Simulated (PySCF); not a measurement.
# Successive ionisation energies of ytterbium

Calculated with PySCF 2.14, two-component X2C-1e (Gaussian nucleus, no Breit or QED terms), each ion in its own even-tempered basis; GMP2 freezes the deep shells of the larger ions and drops the highest virtual spinors; eV.

| ion | configuration | GHF (spin-free) | GHF (screened spin-orbit) | GMP2 (screened spin-orbit) | NIST | kind |
| --- | --- | --- | --- | --- | --- | --- |
| Yb³⁹⁺ | [Ar] 3d10 4s2 4p1 | 1788.6 | 1840.0 | 1840.7 | 1845 ± 4 | theoretical |
| Yb⁴⁰⁺ | [Ar] 3d10 4s2 | 1964.2 | 1963.9 | 1966.7 | 1978 ± 4 | theoretical |
| Yb⁴¹⁺ | [Ar] 3d10 4s1 | 2020.1 | 2019.9 | 2021.1 | 2036.4 ± 1 | semi-empirical |
| Yb⁴²⁺ | [Ar] 3d10 | 3465.0 | 3444.0 | 3445.3 | 3443 ± 4 | theoretical |
| Yb⁴³⁺ | [Ar] 3d9 | 3576.1 | 3557.0 | 3558.4 | 3555 ± 4 | theoretical |
| Yb⁴⁴⁺ | [Ar] 3d8 | 3696.3 | 3677.7 | 3678.9 | 3677 ± 4 | theoretical |
| Yb⁴⁵⁺ | [Ar] 3d7 | 3818.3 | 3806.9 | 3807.1 | 3805 ± 4 | theoretical |
| Yb⁴⁶⁺ | [Ar] 3d6 | 3933.8 | 3930.7 | 3930.5 | 3929 ± 4 | theoretical |
| Yb⁴⁷⁺ | [Ar] 3d5 | 4095.8 | 4052.8 | 4052.5 | 4051 ± 4 | theoretical |
| Yb⁴⁸⁺ | [Ar] 3d4 | 4215.0 | 4239.8 | 4240.7 | 4238 ± 4 | theoretical |
| Yb⁴⁹⁺ | [Ar] 3d3 | 4343.5 | 4365.6 | 4366.4 | 4364 ± 4 | theoretical |
| Yb⁵⁰⁺ | [Ar] 3d2 | 4473.7 | 4504.2 | 4504.0 | 4502 ± 4 | theoretical |

(1) Where is the largest relative jump?

Answers

(1) From Yb⁴¹⁺ to Yb⁴²⁺: 2021.1 to 3445.3 eV, where the electron removed from [Ar] 3d10 comes from a deeper shell or subshell.
